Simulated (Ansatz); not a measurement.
Consider the substitution at a C–Si bond: `B[SiH](C)OC` + `CNP` → `CN(C)P` + `B[SiH2]OC`.

Gas-phase electronic energies from Ansatz, PBE0-D4/def2-TZVP geometries. CCSD(T)/CBS is the MP2 limit (def2-TZVPP, def2-QZVPP) plus CCSD(T) − MP2 in def2-TZVPP, frozen cores. Functionals use def2-TZVPP. HSE06 is defined as in plane-wave codes. One conformer a species, not always the lowest.

```
       level  ΔE (kJ/mol)
     BLYP-D4         58.2
  r2SCAN0-D4         65.6
       HSE06         64.2
MP2/def2-SVP         47.4
```

**Question.** What does CCSD(T)/CBS give? (Estimate.)

**Answer.** The calculation gave: +63.0 kJ/mol. The listed levels differ from it by -4.8, 2.6, 1.2, -15.6 kJ/mol.

Largest T1 diagnostic among the species: 0.011.

Leaving LDA and LC-ωPBE aside and taking each functional with its dispersion term where it has one, the values, not all of them listed here, spread over 7.8 kJ/mol, from revPBE-D4 to r2SCAN0-D4. LDA lies −6.9 kJ/mol from PBE without D4. At CCSD(T), def2-SVP lies −19.4 kJ/mol from the extrapolated value and def2-TZVPP −2.8 kJ/mol.

CCSD(T)/CBS has its own doubt, a few kJ/mol and more with outer-core shells, so smaller differences from it don't rank the levels.
